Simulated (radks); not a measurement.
Rb V, 33 electrons, occupied as [Ar] 3d10 4s2 4p1 4f2 (not the ground configuration). All-electron calculation, Dirac Kohn-Sham, PBE, spin-unpolarised, spherical densities, finite nucleus; open shells fill j = l - 1/2 first; Fermi nuclear charge, rms radius 4.2036 fm. Program: a radial shooting solver on a logarithmic mesh with Libxc functionals. Some entries of the table are withheld. Estimate them.

orbital  occ.  eigenvalue (hartree)  <1/r> (bohr^-1)  <r^2> (bohr^2)
1s1/2       2             -554.8855            37.88        0.002187
2s1/2       2             -76.31159            8.505         0.03721
2p1/2       2             -69.46144            8.475         0.02844
2p3/2       4             -67.22590            8.163         0.02986
3s1/2       2             -13.42518            2.830          0.2978
3p1/2       2             -10.96664            2.719          0.3036
3p3/2       4             -10.62882            2.645          0.3158
3d3/2       4              -6.32409            2.419          0.3263
3d5/2       6              -6.26621            2.400          0.3307
4s1/2       2              -3.25002            1.023             (1)
4p1/2       1              -2.59036           0.9269           2.356
4p3/2       0              -2.54173           0.9099           2.428
4d3/2       0              -1.55899           0.7130           3.870
4d5/2       0              -1.55292           0.7100           3.900
5s1/2       0              -1.26772           0.4734           8.902
4f5/2       2                   (2)           0.4178           9.041
4f7/2       0                   (3)           0.4176           9.046

Answer. 
(1) 4s1/2 <r^2> (bohr^2): 1.967
(2) 4f5/2 eigenvalue (hartree): -0.79668
(3) 4f7/2 eigenvalue (hartree): -0.79655
